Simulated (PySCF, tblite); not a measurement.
Isomers of C4H14Si2, one GFN2-xTB conformer each. Single-point energies are computed at PBE0/pcSseg-1 (PySCF, gas phase, no added dispersion term), electronic only.

Question: Rank them by PBE0/pcSseg-1 energy, lowest first (kcal/mol).
A. `[CH3:1][CH2:2][CH2:3][CH:4]([SiH3:5])[SiH3:6]` with C1–C2–C3–C4 -177°, C2–C3–C4–Si5 170°
B. `[CH3:1][CH2:2][Si@H:3]([CH3:4])[CH2:5][SiH3:6]` with C1–C2–Si3–C4 180°, C2–Si3–C5–Si6 177°

Answer: B (0.0), A (20.0).

GFN2-xTB itself gives, in the same order: 10.1, 0.0. GFN2-xTB puts CCCC([SiH3])[SiH3] lowest instead.

Which frontier levels, dipoles and rotational constants go with these structures?

```json
{"SMILES": "CC[Si@H](C)C[SiH3]", "HOMO (eV, PBE0/pcSseg-1)": "-7.96", "LUMO (eV)": "0.82", "dipole (D)": "0.93", "A, B, C (MHz)": "3199, 1145, 903.7"}
{"SMILES": "CCCC([SiH3])[SiH3]", "HOMO (eV, PBE0/pcSseg-1)": "-8.11", "LUMO (eV)": "0.56", "dipole (D)": "0.92", "A, B, C (MHz)": "2755, 1228, 903.0"}
```

What happens when harmonic zero-point energies from GFN2-xTB frequencies are added?

```csv
SMILES,ZPE (kcal/mol),electronic (kcal/mol),with ZPE (kcal/mol)
CC[Si@H](C)C[SiH3],101.0,0.0,0.0
CCCC([SiH3])[SiH3],99.6,20.0,18.6
```

The zero-point energies span 1.4 kcal/mol. The order is unchanged.
